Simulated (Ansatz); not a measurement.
`[SiH3][SiH]1C=CS1` + `CBN[SiH3]` → `CBN([SiH3])[SiH3]` + `C1=CS[SiH2]1`  (cleavage of the Si–Si bond)

Program: Ansatz. Geometries: PBE0-D4/def2-TZVP. ΔE: electronic, gas phase. CBS: MP2 limit from def2 TZ/QZ plus the TZ coupled-cluster correction, frozen cores. Functionals use def2-TZVPP. B3LYP here is the variant with VWN-RPA as its local correlation; programs differ in this. One conformer a species, not always the lowest.

CCSD(T)/CBS gives -31.9 kJ/mol.

Task: Another level gave -41.7 kJ/mol. Which?
A. B3LYP-D4/def2-TZVPP
B. HF/def2-TZVPP
C. PBE-D4/def2-TZVPP
D. CCSD/def2-TZVPP

Result: B. HF/def2-TZVPP -41.7, PBE-D4 -10.1, CCSD/def2-TZVPP -33.9, B3LYP-D4 -26.5 kJ/mol.

Largest T1 diagnostic among the species: 0.014.

In def2-TZVPP, CCSD(T) changes the Hartree–Fock value by +9.3 kJ/mol (the triples alone add +1.5 kJ/mol) and MP2 by +3.5 kJ/mol. From PBE to PBE0 (25 % exact exchange), in def2-TZVPP and without D4, ΔE moves by −6.9 kJ/mol.
